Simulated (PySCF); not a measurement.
CBr2ClF, SMILES FC(Br)(Br)Cl. Atoms are numbered in the order given.

```xyz
5

F     -1.6695    -0.5948     0.0000
C     -0.3493    -0.4117     0.0000
Cl     0.4544    -1.9934     0.0000
Br     0.1342     0.5959    -1.6034
Br     0.1342     0.5959     1.6034
```

The structure is a stationary point at TPSSh-D3(BJ)/def2-SVP.

Calculation: PySCF with KT2/pcSseg-1.

GIAO shieldings, no solvent; atoms alike by connectivity are averaged. δ = σ(ref) − σ: ¹⁹F against CFCl3 (σ = 127.1 ppm); ¹³C against TMS (σ = 185.1 ppm); ³⁵Cl against HCl (σ = 945.4 ppm), references at their B3LYP-D3(BJ)/def2-TZVP geometries, non-relativistic (without spin–orbit terms, shifts of atoms bonded to Cl or Br come out too high).

```json
[
 {"atoms": "F1", "nucleus": "¹⁹F", "count": "1", "δ (ppm)": "?"},
 {"atoms": "C2", "nucleus": "¹³C", "count": "1", "δ (ppm)": "155.6"},
 {"atoms": "Cl3", "nucleus": "³⁵Cl", "count": "1", "δ (ppm)": "671.3"}
]
```

What belongs in the gaps? (Estimate from the structure and the level; the computed values follow.)


- F1, δ (ppm): 15.4
